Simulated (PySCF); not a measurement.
Br2Cl2Si.

```xyz
5

Cl     0.0000    -1.6704    -1.6018
Si     0.0000     0.0000    -0.4105
Cl     0.0000     1.6704    -1.6018
Br     1.8106     0.0000     0.8601
Br    -1.8106     0.0000     0.8601
```
Charge 0, spin multiplicity 1.

The structure is a stationary point at B3LYP-D3(BJ)/def2-SVP.

All values below come from PBE/pcSseg-1 run with PySCF. Non-relativistic, no solvent.

Computed absolute GIAO shielding of each atom: isotropic value and principal components (ppm):
```json
[
 {"atom": "Cl1", "σ(iso)": "650.9", "σ11": "521.9", "σ22": "530.5", "σ33": "900.2", "span": "378.2"},
 {"atom": "Si2", "σ(iso)": "292.0", "σ11": "281.2", "σ22": "291.4", "σ33": "303.4", "span": "22.2"},
 {"atom": "Cl3", "σ(iso)": "650.9", "σ11": "521.9", "σ22": "530.5", "σ33": "900.2", "span": "378.2"},
 {"atom": "Br4", "σ(iso)": "2015.8", "σ11": "1670.9", "σ22": "1696.4", "σ33": "2680.1", "span": "1009.3"},
 {"atom": "Br5", "σ(iso)": "2015.8", "σ11": "1670.9", "σ22": "1696.4", "σ33": "2680.1", "span": "1009.3"}
]
```
